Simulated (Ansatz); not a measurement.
`O[SiH2][O][GeH2][OH]` + `N[Si](O)(Cl)Cl` → `O[SiH2]N[Si](O)(Cl)Cl` + `[OH][GeH2][OH]`  (ligand exchange at the Si–O bond)

Program: Ansatz. Geometries: PBE0-D4/def2-TZVP. ΔE: electronic, gas phase. CCSD(T)/CBS is the MP2 limit (def2-TZVPP, def2-QZVPP) plus CCSD(T) − MP2 in def2-TZVPP, frozen cores. This one scheme is used for every species. Functionals use def2-TZVPP. B3LYP here is the variant with VWN-RPA as its local correlation; programs differ in this. For Ge outer-core shells are correlated without core-valence functions, which leaves a few kJ/mol of doubt a bond. Scalar relativity is left out up to krypton. Each species was taken in one conformer, which may not be the lowest.

| level | ΔE (kJ/mol) | difference from CCSD(T)/CBS |
| --- | --- | --- |
| PBE-D4 | 43.6 | -8.1 |
| r2SCAN-D4 | 50.5 | -1.2 |
| PBE0-D4 | 46.7 | -5.0 |
| B3LYP-D4 | 50.6 | -1.1 |
| ωB97X-V | 51.6 | -0.1 |
| ωB97M-V | 50.5 | -1.2 |
| B2PLYP | 55.7 | 4.0 |
| PBE | 47.9 | -3.8 |
| r2SCAN | 51.8 | 0.1 |
| PBE0 | 50.6 | -1.1 |
| B3LYP | 57.3 | 5.6 |
| HF/def2-TZVPP | 70.1 | 18.4 |
| MP2/def2-TZVPP | 51.5 | -0.2 |
| SCS-MP2/def2-TZVPP | 55.2 | 3.5 |
| CCSD/def2-TZVPP | 55.0 | 3.3 |
| CCSD(T)/def2-TZVPP | 52.1 | 0.4 |
| HF/def2-QZVPP | 71.2 | 19.5 |
| MP2/def2-QZVPP | 51.6 | -0.1 |
| SCS-MP2/def2-QZVPP | 55.3 | 3.6 |
| HF/CBS(def2) | 71.3 | 19.6 |
| MP2/CBS(def2) | 51.1 | -0.6 |
| CCSD/CBS(def2) | 54.6 | 2.9 |
| CCSD(T)/CBS | 51.7 | 0 |

Largest T1 diagnostic among the species: 0.012.

In def2-TZVPP, CCSD(T) changes the Hartree–Fock value by −18.0 kJ/mol (the triples alone add −2.9 kJ/mol) and MP2 by −18.6 kJ/mol. The D4 term adds −6.7 kJ/mol with B3LYP and −3.9 kJ/mol with PBE0; it sums over pairs of atoms, weighted by their polarisabilities, and B3LYP, whose exchange is more repulsive, gets the larger term.
